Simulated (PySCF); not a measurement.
Species: C₉H₁₃F.
Numbering: `[CH2:1]=[CH:2][C@@H:3]1[CH2:4][C@H:5]2[CH2:6][CH2:7][C@H:8]2[C@H:9]1[F:10]` (hydrogens: H11, H12 on C1; H13 on C2; H14 on C3; H15, H16 on C4; H17 on C5; H18, H19 on C6; H20, H21 on C7; H22 on C8; H23 on C9)

A GFN2-xTB structure was refined with PBE0-D3(BJ)/def2-SVP geometry optimisation, gas phase (PySCF). Its GFN2-xTB values:

```
  coordinate  GFN2-xTB
       C1=C2   1.348 Å
      C1–H11   1.072 Å
      C1–H12   1.074 Å
       C2–C3   1.506 Å
       C3–C4   1.520 Å
       C4–C5   1.562 Å
      C4–H15   1.088 Å
      C4–H16   1.077 Å
       C5–C6   1.537 Å
      C5–H17   1.080 Å
       C6–C7   1.528 Å
      C6–H18   1.087 Å
      C7–H20   1.082 Å
      C7–H21   1.114 Å
      C8–H22   1.078 Å
      C9–H23   1.126 Å
    C1–C2–C3    124.7°
    C2–C3–C4    111.4°
    C2–C3–C9    112.7°
    C3–C4–C5    103.3°
    C3–C9–C8    103.9°
    C4–C3–C9    105.5°
    C5–C8–C9    107.6°
    C7–C8–C9    113.9°
 C1–C2–C3–C4     -118°
 C2–C3–C4–C5     -160°
 C2–C3–C9–C8      158°
C7–C8–C9–F10      -45°
```

**Question.** How do these coordinates change at the PBE0-D3(BJ)/def2-SVP level?

**Answer.** 
```csv
coordinate,PBE0-D3(BJ)/def2-SVP (Å or °),change
C4–C5,1.528,-0.034
C4–H16,1.104,+0.027
C1–H11,1.095,+0.023
C8–H22,1.099,+0.021
C9–H23,1.106,-0.020
C5–H17,1.099,+0.019
C1–H12,1.093,+0.019
C7–H20,1.100,+0.018
C7–H21,1.099,-0.015
C1=C2,1.333,-0.015
C6–C7,1.543,+0.015
C2–C3,1.492,-0.014
C3–C4,1.534,+0.014
C4–H15,1.101,+0.013
C6–H18,1.099,+0.012
C5–C6,1.547,+0.010
C2–C3–C4,115.0,+3.6
C4–C3–C9,101.9,-3.6
C5–C8–C9,105.3,-2.3
C3–C9–C8,105.6,+1.7
C2–C3–C9,114.3,+1.6
C3–C4–C5,104.6,+1.3
C7–C8–C9,114.7,+0.8
C1–C2–C3,125.4,+0.7
C1–C2–C3–C4,-125,-7
C2–C3–C9–C8,163,+5
C2–C3–C4–C5,-163,-3
C7–C8–C9–F10,-48,-3
```

The energy falls by 3.6 kcal/mol over 9 energy and gradient evaluations, the largest force component goes from 0.0397 to 2.4e-04 Eh/bohr, and the atoms move by 0.093 Å rms after alignment. The bond that changes most is C4–C5 (ring CH2 carbon to sp3 carbon at a ring junction), which shortens by 0.034 Å. Bonds longer at the end by more than 0.005 Å: 14 of 24; shorter: 6. Rotational constants go from 2194, 1061, 852.6 to 2188, 1060, 861.0 MHz.

The run used 205 basis functions and 59 SCF cycles in all. Time: 3.6 min; peak memory 0.90 GiB. Hardware: an Arm Neoverse V1 with one thread, shared host.

PBE0-D3(BJ)/def2-SVP frequencies: not computed here. The numbers are those of one conformer.
